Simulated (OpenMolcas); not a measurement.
Yb3+ among 8 point charges of -1 e arranged as a hexagonal bipyramid (D6h). The axial distance is 0.99 times the equatorial one, R.

```
Program             : OpenMolcas 26.06
Method              : SS-CASPT2, IPEA 0.25 Eh, imaginary shift 0.1 Eh (closed shells correlated: 5s 5p)
Basis               : ANO-RCC-VDZP [7s6p4d2f1g]
Scalar Hamiltonian  : DKH2, point nucleus
Active space        : 13 electrons in 7 orbitals (4f)
State averaging     : 2S+1 = 2 odd, 7 roots
Spin-orbit coupling : state interaction with AMFI integrals over the reference wave functions
```

All point charges move together. At R = 2.38 Å the width of the lowest J multiplet is 793 cm-1, and at R = 2.59 Å it is 608 cm-1.

Problem. A third run gives 454 cm-1. What distance was it run at?

Solution. With a power law R^-n the two known points give n = -ln(608 / 793) / ln(2.59 / 2.38) = 3.14. Then R = 2.38 × (793 / 454)^(1/3.14) = 2.843 Å. The run was at 2.85 Å, so the estimate is off by -0.007 Å.

Roots that are degenerate in the reference are averaged as groups; the widest CASPT2 spread within a group is 23 cm-1 (the 3-fold group of multiplicity 2 near 462 cm-1 above the lowest state of its run, R = 2.85). Shifts and gaps below about the spread of the groups concerned are not significant. This is an electrostatic model: the charges have no orbitals. An unlabelled pair can be two single states that coincide in this model. A group larger than the point group allows holds several states that coincide in this model. No measured value stands beside these numbers.
